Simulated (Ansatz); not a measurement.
Cartesian coordinates (Å):
```xyz
15

C      2.0753    -0.6838     0.3484
C      0.7889    -0.3834     0.4663
C     -0.0955     0.1138    -0.6401
C     -1.2453    -0.8681    -0.8966
C     -0.6365     1.5112    -0.3143
H      2.5941    -0.5842    -0.5988
H      2.6578    -1.0381     1.1893
H      0.3044    -0.4963     1.4348
H      0.5089     0.1819    -1.5504
H     -1.8659    -0.9785    -0.0033
H     -1.8864    -0.5122    -1.7059
H     -0.8672    -1.8551    -1.1664
H      0.1765     2.2237    -0.1682
H     -1.2341     1.4907     0.6010
H     -1.2748     1.8781    -1.1209
```
Charge 0, spin multiplicity 1.

These are frozen-core CCSD(T)/def2-TZVPP // B3LYP-D3(BJ)/def2-TZVP (Ansatz, an electronic-structure program) values and carry that method's errors.

```
Property                       Result
----------------------  -------------
HF energy               -195.21738 Ha
MP2 correlation energy    -0.85826 Ha
```

Estimate the CCSD correlation energy, the (T) correction, the total energy and the T1 diagnostic.


```
Property                         Value
-----------------------  -------------
CCSD correlation energy    -0.91165 Ha
(T) correction             -0.03777 Ha
CCSD(T) total energy     -196.16680 Ha
T1 diagnostic                    0.009
```
